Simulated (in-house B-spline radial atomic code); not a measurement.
A fraction x of an electron is removed from 4d in Sm⁴⁺, starting from [Xe] 4f4 and keeping the highest spin. All numbers are computed (scalar-relativistic (X2C) LDA exchange-only, spin-polarised, spherical fractional occupations; Fermi nucleus of rms radius 5.0819 fm) with a radial B-spline atomic code at the basis-set limit, not measured.

```
   x  E(x) - E(0) (eV)  4d down level (eV)
   0            0.0000            -176.330
0.09           15.9625            -178.394
0.16           28.5066            -180.009
0.33                 ?                   ?
0.45                 ?                   ?
 0.5           91.0579            -187.971
 0.6          109.9736            -190.347
0.73          134.9207            -193.459
0.77          142.6783            -194.421
0.94          176.0791            -198.537
   1          188.0352            -199.999
```

(1) What belongs in the row x = 0.33?

(2) What belongs in the row x = 0.45?

(3) Check Janak's theorem between x = 0.09 and 0.16.

## Answers

(1) An energy change of 59.4439 eV; 4d down at -183.967 eV.

(2) An energy change of 81.6889 eV; 4d down at -186.788 eV.

(3) The slope of the energy is 179.20 eV; the orbital levels give 179.20 eV (-ε of the emptying orbital, averaged over the two points).
